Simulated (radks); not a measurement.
Ionisation of the promethium ion Pm2+, [Xe] 4f5, to [Xe] 4f4 as the strength of local exchange is varied. Calculated with a radial shooting solver on a logarithmic mesh with Libxc functionals: Dirac Kohn-Sham, Slater X-alpha exchange (alpha = 2/3 is LDA exchange), no correlation, spin-unpolarised, spherical densities, finite nucleus; open shells fill j = l - 1/2 first; Fermi nuclear charge, rms radius 4.962 fm.

| alpha | E(Pm2+) (hartree) | exchange (hartree) | IE (eV) | -e of the level emptied (eV) | <r> of it (bohr) |
|---|---|---|---|---|---|
| 0.622 | -9998.4863 | -201.4693 | 20.786 | 13.054 (4f5/2) | 1.057 |
| 0.667 | -10013.0730 | -216.3703 | 21.917 | 14.007 (4f5/2) | 1.038 |
| 0.729 | -10033.2061 | -236.9705 | 23.529 | 15.386 (4f5/2) | 1.014 |
| 0.812 | -10060.2233 | -264.6745 | 25.776 | 17.342 (4f5/2) | 0.9862 |
| 0.893 | -10086.6607 | -291.8500 | 28.064 | 19.365 (4f5/2) | 0.9618 |
| 0.919 | -10095.1616 | -300.6020 | 28.817 | 20.036 (4f5/2) | 0.9545 |
| 0.961 | -10108.9091 | -314.7696 | 30.053 | 21.142 (4f5/2) | 0.9432 |

NIST Atomic Spectra Database: 22.4 +/- 0.08 eV (semi-empirical). The Delta-SCF value meets it near alpha = 0.69. Spin polarisation and multiplet splitting are left out, so open shells lie too high by an amount that depends on their filling.

Beside tabulated values, note that spin-unpolarised runs miss the spin-polarisation part of the exchange energy of open shells.
